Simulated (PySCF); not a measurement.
Te(Cl)4 cation (Cl4Te), SMILES Cl[Te](Cl)(Cl)Cl (connectivity only; charge and spin as stated), charge +1, multiplicity 2.

Geometry optimised at PBE-D3(BJ)/def2-SVP. The spin state was assumed, not searched. The isomer is the one that the SMILES or the coordinates give; other isomers of the formula were not compared. The def2 effective core potentials stand for the cores of Te; spin–orbit coupling is left out.

Two levels are set side by side: PBE/def2-TZVP (PySCF) and r2SCAN/def2-TZVP (PySCF). Same geometry, gas phase. Differences are taken from unrounded values.

| quantity | r2SCAN |
|---|---|
| α-spin orbital gap (eV) | 3.31 |
| β-spin orbital gap (eV) | 2.00 |
| mean polarisability (bohr³) | 99.3 |

Q: What does PBE give, and how far is it from r2SCAN? (Estimate from the structure and the level; the computed values follow.)

A: 
| quantity | PBE | PBE minus r2SCAN |
|---|---|---|
| α-spin orbital gap (eV) | 3.07 | -0.23 |
| β-spin orbital gap (eV) | 1.57 | -0.43 |
| mean polarisability (bohr³) | 100.5 | 1.1 |

Rough cost on one machine, each run with all the roots and properties that it gave: r2SCAN against PBE about 2 times.
